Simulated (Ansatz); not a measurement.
## A geometry optimisation of F2GaGeH2N with B3LYP-D3(BJ)/def2-SVP

The starting geometry of this gas-phase singlet was optimised with GFN2-xTB.

```yaml
atoms:
  - { symbol: F, position_ang: [0.7038, 1.2555, 1.7880] }
  - { symbol: F, position_ang: [-1.1903, 3.4694, 0.8940] }
  - { symbol: Ga, position_ang: [-0.8412, 1.6872, 0.8750] }
  - { symbol: Ge, position_ang: [-1.9248, -0.4360, -0.1319] }
  - { symbol: N, position_ang: [-0.5818, -1.3801, 0.5468] }
  - { symbol: H, position_ang: [-0.4607, -2.3814, 0.4572] }
  - { symbol: H, position_ang: [0.1835, -0.9865, 1.0885] }
```

Problem. Predict what it relaxes into with B3LYP-D3(BJ)/def2-SVP.

Solution. It keeps its bonds.

The energy falls by 0.12 eV over 9 steps:

| step | E − E(last) (eV) |
| --- | --- |
| 1 | 0.120 |
| 2 | 0.050 |
| 3 | 0.020 |
| 4 | 0.002 |
| 5 | 0.001 |
| 6 | 0.000 |
| 7 | 0.000 |
| 8 | 0.000 |
| 9 | 0.000 |

Final geometry (Å):

```xyz
7

F     0.6114    1.1547    1.6935
F    -1.0921    3.3953    0.9680
Ga   -0.8834    1.6486    0.8296
Ge   -1.9643   -0.4567   -0.1754
N    -0.5493   -1.3217    0.5809
H    -0.4243   -2.3293    0.5039
H     0.1905   -0.8629    1.1171
```

No frequencies were run, so the end isn't proven a minimum. Run with Ansatz 0.2.0, 34 s on 2 threads of Intel(R) Xeon(R) Platinum 8259CL CPU @ 2.50GHz (Skylake/Cascade Lake) (shared host).
